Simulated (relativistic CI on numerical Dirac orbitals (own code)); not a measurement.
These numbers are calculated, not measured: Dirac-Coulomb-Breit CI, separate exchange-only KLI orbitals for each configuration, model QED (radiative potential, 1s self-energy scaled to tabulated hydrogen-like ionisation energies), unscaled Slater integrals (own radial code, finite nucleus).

Configuration list (outside the closed core [Ar]): 3d10 4s2, 3d10 4s 4p, 3d10 4p2, 3d10 4s 4d, 3d10 4d2, 3d10 4s 4f, 3d10 4p 4d, 3d10 4f2, 3d10 4p 4f, 3d10 4s 5s, 3d10 4d 4f, 3d10 4s 5p, 3d10 4s 5d, 3d10 4s 5f, 3d10 4s 5g, 3d10 4s 6s, 3d10 4s 6p, 3d10 4s 6d, 3d10 4s 6f, 3d10 4s 7s, 3d9 4s2 4p, 3d9 4s2 4d, 3d9 4s2 4f, 3d9 4s2 5s, 3d9 4s2 5p, 3d9 4s2 5d. Double excitations out of closed p, d and f shells are left out; levels of such configurations are missing from the list, as are those of other unlisted configurations, and high levels can miss mixing partners. These lack a partner that the ground configuration has and come out too high: 3d9 4s2 4p, 3d9 4s2 4d, 3d9 4s2 4f, 3d9 4s2 5s, 3d9 4s2 5p.

At this charge energies of transitions that change n are usually good to better than 1 %, and those within a shell (Δn = 0) to a few per cent.

Outline of the computed level scheme of Cd XIX. Lowest level of each configuration: 3d10 4s2 1S_0 at 0.000 eV; 3d10 4s 4p 3P°_0 at 34.862 eV; 3d10 4p2 3P_0 at 81.660 eV; 3d10 4s 4d 3D_1 at 113.888 eV; 3d10 4p 4d 3F°_2 at 150.753 eV; 3d10 4s 4f 3F°_2 at 187.153 eV; 3d10 4s 5s 3S_1 at 223.286 eV; 3d10 4p 4f 1G_4 at 224.693 eV; 3d10 4d2 3F_4 at 229.623 eV.

Some strong electric-dipole decays among the lowest 45 levels: 3d10 4s 5s 1S_0 → 3d10 4s 4p 1P°_1 (4.1e+11 s⁻¹); 3d10 4s 5s 3S_1 → 3d10 4s 4p 3P°_2 (2.9e+11 s⁻¹); 3d10 4d2 3P_0 → 3d10 4p 4d 3D°_1 (1.8e+11 s⁻¹); 3d10 4s 4f 1F°_3 → 3d10 4s 4d 1D_2 (1.8e+11 s⁻¹); 3d10 4d2 3F_2 → 3d10 4p 4d 3D°_1 (1.8e+11 s⁻¹); 3d10 4s 5s 3S_1 → 3d10 4s 4p 3P°_1 (1.5e+11 s⁻¹); 3d10 4s 4d 1D_2 → 3d10 4s 4p 1P°_1 (1.4e+11 s⁻¹); 3d10 4p 4d 3D°_1 → 3d10 4p2 3P_0 (1.3e+11 s⁻¹).

LS names give the leading component of a level, which can be under half, so a name can repeat, a term be missing and a line seem to break the LS rules.
